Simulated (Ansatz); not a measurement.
The cluster TiCl₃⁺. The state is a triplet with charge 1. Geometry PBE-D4/def2-SVP, that of the neutral doublet; atoms count from 1.

```xyz
4

Ti    0.002    0.001    0.000
Cl    1.141    0.463   -1.812
Cl    0.854   -1.312    1.530
Cl   -1.997    0.848    0.281
```

At PBE0-D4/def2-TZVP a singlet of charge 1 lies 2.18 eV below the triplet at the same geometry. The structure comes from a short search, and lower isomers may exist.

Question: Estimate the Mulliken populations from the PBE0/def2-TZVP orbitals of Ansatz.

Answer: 
```json
{"atom": "Ti1", "charge (e)": "1.16", "spin (α − β)": "0.91", "d electrons": "2.25"}
{"atom": "Cl2", "charge (e)": "-0.05", "spin (α − β)": "0.36", "d electrons": "–"}
{"atom": "Cl3", "charge (e)": "-0.05", "spin (α − β)": "0.36", "d electrons": "–"}
{"atom": "Cl4", "charge (e)": "-0.05", "spin (α − β)": "0.36", "d electrons": "–"}
```
Mulliken values depend strongly on the basis.

Question: Where does the spin sit?

Answer: Summed by element: Ti 0.91, Cl 1.09, of 2 unpaired in all. Largest on single atoms: Ti1 0.91, Cl4 0.36, Cl3 0.36.

Question: And the Mayer bond orders between heavy atoms (over 0.3)?

Answer: Ti1–Cl2 1.06 (2.19 Å); Ti1–Cl3 1.06 (2.19 Å); Ti1–Cl4 1.06 (2.19 Å).
